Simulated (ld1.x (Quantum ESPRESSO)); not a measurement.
**Which change was made? (Ni, TM)**

```
Element                 : Ni
Generator               : ld1.x (Quantum ESPRESSO) 7.5
Type                    : norm-conserving Troullier–Martins (Kleinman–Bylander form)
Functional              : PBE
Relativity              : scalar-relativistic
Frozen core             : [Ne] 3s2
Valence charge          : 16
Reference configuration : 3p6 3d8 4s2 4p0
Partial waves           : 4s (bound): rc 1.75 bohr; 3p (bound): rc 0.95 bohr; 3d (bound): rc 1.05 bohr
Local potential         : all-electron potential smoothed inside 1.35 bohr (lloc = -1)
Core correction         : a·sin(br)/r model core inside 0.80 bohr
```

Cutoffs, loose and tight: the cutoffs (Ry, on a coarse ladder) from which the occupation-weighted sum of valence levels, in a spherical-Bessel basis at the reference potential, stays within 10 and 1 mRy of its value at 400 Ry. They do not see the model core or the augmentation charge, which bear on the density cutoff. Test errors are all-electron minus pseudo excitation energies from the reference, over the configurations 3p6 3d8 4s1 4p0; 3p6 3d8 4s0 4p0; 3p6 3d7 4s0 4p0; 3p6 3d6 4s0 4p0; 3p5 3d8 4s2 4p0; 3p6 3d8.5 4s1.5 4p0; 3p6 3d9 4s0 4p0; variants that change the core or the reference have their own tests. The largest error is taken over the tests solved by every variant that gives reliable tests at all, those not shown here included: 3p6 3d6 4s0 4p0; 3p6 3d7 4s0 4p0; 3p6 3d8 4s0 4p0; 3p6 3d8 4s1 4p0; 3p6 3d8.5 4s1.5 4p0; 3p6 3d9 4s0 4p0.

The base gives: outcome: generated; cutoff, loose: 200 Ry; cutoff, tight: 300 Ry; bound ghosts: s; largest test error (meV): -122.

Task: After one change the result is: outcome: generated; cutoff, loose: 160 Ry; cutoff, tight: 260 Ry; bound ghosts: none; largest test error (meV): -134. Which change was it?
A. all radii but the core radius scaled by about 1.37 (s 2.40, p 1.30, d 1.44 bohr); local potential all-electron potential smoothed inside 1.84 bohr (lloc = -1)
B. all radii but the core radius scaled by about 0.74 (s 1.28, p 0.70, d 0.78 bohr); local potential all-electron potential smoothed inside 1.00 bohr (lloc = -1)
C. all radii but the core radius scaled by about 0.82 (s 1.44, p 0.78, d 0.86 bohr); local potential all-electron potential smoothed inside 1.10 bohr (lloc = -1)
D. all radii but the core radius scaled by about 1.22 (s 2.14, p 1.16, d 1.28 bohr); local potential all-electron potential smoothed inside 1.64 bohr (lloc = -1)

Result: D. The others give: all radii but the core radius scaled by about 1.37 (s 2.40, p 1.30, d 1.44 bohr); local potential all-electron potential smoothed inside 1.84 bohr (lloc = -1) → outcome: generated; cutoff, loose: 140 Ry; cutoff, tight: 230 Ry; bound ghosts: none; largest test error (meV): -218 | all radii but the core radius scaled by about 0.74 (s 1.28, p 0.70, d 0.78 bohr); local potential all-electron potential smoothed inside 1.00 bohr (lloc = -1) → outcome: generated; cutoff, loose: 300 Ry; cutoff, tight: over 300 Ry; bound ghosts: p, s; largest test error (meV): -261 | all radii but the core radius scaled by about 0.82 (s 1.44, p 0.78, d 0.86 bohr); local potential all-electron potential smoothed inside 1.10 bohr (lloc = -1) → outcome: generated; cutoff, loose: 260 Ry; cutoff, tight: over 300 Ry; bound ghosts: s; largest test error (meV): -106.
